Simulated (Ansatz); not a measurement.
This geometry of C2H5ClSSi (10 atoms, charge 0, multiplicity 1) is a first-order saddle point.

Method: RKS PBE0-D4/def2-SVP (Ansatz).

```xyz
10
Properties=species:S:1:pos:R:3
C -1.650 0.830 0.394
C -0.470 0.714 -0.229
Cl 0.541 2.121 -0.439
Si 0.136 -0.950 -0.903
S 2.252 -1.048 0.391
H -2.019 1.787 0.774
H -2.279 -0.055 0.530
H 1.026 -2.015 0.068
H 0.918 -0.628 -2.148
H 1.627 -0.806 1.565
```

(1) Which two structures does it join? (They come from a converged band through this point; their orientation in space is the band's.)

(2) How far does it lie above each of them?

## Answers

(1) Bonds broken: Si4–H8. Bonds formed: S5–H8.

First end point:

```xyz
10
Properties=species:S:1:pos:R:3
C -1.602 0.716 0.321
C -0.371 0.749 -0.196
Cl 0.407 2.267 -0.546
Si 0.653 -0.779 -0.587
S 2.489 -0.808 0.514
H -2.170 1.626 0.535
H -2.074 -0.246 0.540
H -0.208 -1.962 -0.287
H 1.075 -0.768 -2.014
H 1.884 -0.847 1.723
```

Last end point:

```xyz
10
Properties=species:S:1:pos:R:3
C -1.756 0.942 0.240
C -0.528 0.651 -0.205
Cl 0.719 1.894 -0.062
Si -0.128 -1.049 -1.018
S 2.029 -1.034 0.292
H -2.026 1.925 0.639
H -2.534 0.174 0.194
H 2.104 -2.356 0.577
H 0.717 -0.460 -2.148
H 1.485 -0.738 1.494
```

(2) 255.8 kJ/mol above the first and 50.6 kJ/mol above the second. This is the barrier of this one path; another mechanism may lie lower. The orbitals stay closed-shell, which can raise the energy where a bond breaks towards radicals; this wasn't checked here.

Run time: 6.8 min on 2 threads of Arm Neoverse V2 (shared host), peak memory 0.26 GiB.
